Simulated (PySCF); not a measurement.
## Static response to an electric field

Compound: C7H12BN.
Atom-mapped SMILES: `[CH3:1][CH:2]([CH3:3])[N:4]1[BH:5][CH:6]=[CH:7][CH:8]=[CH:9]1` (hydrogens: H10, H11, H12 on C1; H13 on C2; H14, H15, H16 on C3; H17 on B5; H18 on C6; H19 on C7; H20 on C8; H21 on C9)

Structure used (PBE0-D3(BJ)/def2-SVP), in Å, numbered top down from 1:
```xyz
21
C7H12BN angstrom
C     -2.046   -0.986    0.459
C     -1.280   -0.057   -0.474
C     -1.821    1.367   -0.459
N      0.168   -0.089   -0.207
B      1.097   -0.538   -1.212
C      2.560   -0.525   -0.830
C      2.912   -0.093    0.428
C      1.929    0.335    1.356
C      0.603    0.325    1.014
H     -2.011   -0.641    1.504
H     -3.104   -1.032    0.162
H     -1.632   -2.004    0.421
H     -1.379   -0.448   -1.497
H     -1.760    1.817    0.545
H     -2.878    1.375   -0.762
H     -1.256    2.005   -1.154
H      0.638   -0.890   -2.274
H      3.355   -0.846   -1.511
H      3.961   -0.069    0.744
H      2.213    0.678    2.352
H     -0.157    0.655    1.726
```

Level: PBE0/def2-SVPD (PySCF), static field, nuclei fixed, core orbitals frozen in the response. The polarisability tensor in these axes (au):

```
x   129.71  -3.98   1.61
y    -3.98  82.05   9.69
z     1.61   9.69 105.15
```

What are the eigenvalues, a third of the trace, and Δα (Δα² = ½Σ(αi − αj)² over the three pairs)?

Principal values 78.17, 108.67 and 130.07 au; mean 105.64 au = 15.65 Å³ = 17.42 × 10⁻⁴⁰ C²·m²/J; Δα = 45.17 au (43 % of the mean).

What is the dipole moment, and where does it point?

(-1.88, 0.63, 1.24) D, 2.34 D in size, pointing from the negative to the positive side. Measured along this direction, the outermost atoms are H18 at the negative end and H11, H15, H10 and H14 at the positive end.

Traceless (Buckingham) quadrupole moment about the centre of nuclear charge: eigenvalues?

-4.50, -1.97, 6.47 D·Å. The values depend on the origin, since the dipole doesn't vanish. The electronic extent ⟨r²⟩ about the same centre is 1301 bohr², a root-mean-square distance of 2.35 Å for the 66 electrons.

Molar refractivity from α?

Lorentz–Lorenz: R = (4π/3)N_A α = 2.5225 cm³/(mol·Å³) × 15.65 Å³ = 39.5 cm³/mol, in the limit of long wavelengths.

What depolarisation ratio follows for Rayleigh scattering of linearly polarised light, taking the static tensor?

ρ = 3Δα²/(45ᾱ² + 4Δα²) = 6121.7/(502160 + 8162.2) = 0.012.

Find the Langevin capture rate constant for O2+ (31.990 u) meeting this molecule (121.106 u), k = 2.342 × 10⁻⁹ cm³/s × √(α in Å³ / reduced mass in u).

The reduced mass is 25.31 u, so k = 1.84 × 10⁻⁹ cm³/s. The formula leaves out the permanent dipole, which adds to the capture rate.

How large is μ²/3kT at 298 K beside α?

In Gaussian units μ²/3kT = 44.43 Å³ against 15.65 Å³, a ratio of 2.84; the Debye molar polarisation (4π/3)N_A(α + μ²/3kT) is 151.6 cm³/mol, leaving out the vibrational part.

Geometry: PBE0-D3(BJ)/def2-SVP, one conformer, isolated molecule.

These values come from a run that also computed excited states and ΔSCF ions. On an Intel Xeon at 2.50 GHz with one thread, shared host with 64 logical CPUs at a one-minute load of 63, this took 5.2 min of wall time and 1.2 GiB of memory at its peak.
